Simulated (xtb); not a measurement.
xtb input (GFN1-xTB):

```bash
xtb mol.xyz --gfn 1 --sp --chrg 0 --uhf 0
```
mol.xyz:
```
3

Hf     0.00062220    -0.00152625    -0.16617974
F      1.69377076    -0.00684155     0.67118886
F     -1.69874835     0.01905151     0.65824903
```

End of the output:

```
         :::::::::::::::::::::::::::::::::::::::::::::::::::::
         ::                     SUMMARY                     ::
         :::::::::::::::::::::::::::::::::::::::::::::::::::::
         :: total energy             -11.394199627008 Eh    ::
         :: gradient norm              0.040210009977 Eh/a0 ::
         :: HOMO-LUMO gap              0.633962330818 eV    ::
         ::.................................................::
         :: SCC energy               -11.404963508621 Eh    ::
         :: -> electrostatic           0.131237204946 Eh    ::
         :: repulsion energy           0.011128341581 Eh    ::
         :: dispersion energy         -0.000364459967 Eh    ::
         :: halogen bond corr.         0.000000000000 Eh    ::
         :: add. restraining           0.000000000000 Eh    ::
         :: total charge              -0.000000000000 e     ::
         :::::::::::::::::::::::::::::::::::::::::::::::::::::

           -------------------------------------------------
          |                Property Printout                |
           -------------------------------------------------

    * Orbital Energies and Occupations

         #    Occupation            Energy/Eh            Energy/eV
      -------------------------------------------------------------
         1        2.0000           -0.7740500             -21.0630
         2        2.0000           -0.7657477             -20.8371
         3        2.0000           -0.4889502             -13.3050
         4        2.0000           -0.4825301             -13.1303
         5        2.0000           -0.4790370             -13.0353
         6        2.0000           -0.4725474             -12.8587
         7        2.0000           -0.4712344             -12.8229
         8        2.0000           -0.4709238             -12.8145
         9        2.0000           -0.2933602              -7.9827 (HOMO)
        10        0.0000           -0.2700625              -7.3488 (LUMO)
        11        0.0000           -0.2689968              -7.3198
        12                         -0.2577589              -7.0140
        13                         -0.2374451              -6.4612
        14                         -0.1840640              -5.0086
        15                         -0.1738048              -4.7295
        16                          0.0010355               0.0282
        17                          0.0808770               2.2008
      -------------------------------------------------------------
Note: The following floating-point exceptions are signalling: IEEE_DENORMAL
normal termination of xtb
                  HL-Gap            0.0232977 Eh            0.6340 eV
             Fermi-level           -0.2818452 Eh           -7.6694 eV

  Mulliken/CM5 charges         n(s)   n(p)   n(d)
     1Hf    0.99252  1.29237   1.130  0.664  1.214
     2F    -0.49626 -0.64619   1.791  5.705  0.000
     3F    -0.49626 -0.64619   1.791  5.705  0.000

Wiberg/Mayer (AO) data.
largest (>0.10) Wiberg bond orders for each atom

 ---------------------------------------------------------------------------
     #   Z sym  total        # sym  WBO       # sym  WBO       # sym  WBO
 ---------------------------------------------------------------------------
     1  72 Hf   1.796 --     2 F    0.898     3 F    0.898
     2   9 F    0.925 --     1 Hf   0.898
     3   9 F    0.925 --     1 Hf   0.898
 ---------------------------------------------------------------------------

Topologies differ in total number of bonds
Writing topology from bond orders to xtbtopo.mol

 dipole moment from electron density (au)
     X       Y       Z
   0.0047  -0.0115  -1.2563  total (Debye):    3.193

           -------------------------------------------------
          | TOTAL ENERGY              -11.394199627008 Eh   |
          | GRADIENT NORM               0.040210009977 Eh/α |
          | HOMO-LUMO GAP               0.633962330818 eV   |
           -------------------------------------------------

------------------------------------------------------------------------
------------------------------------------------------------------------
 total:
 SCF:
```
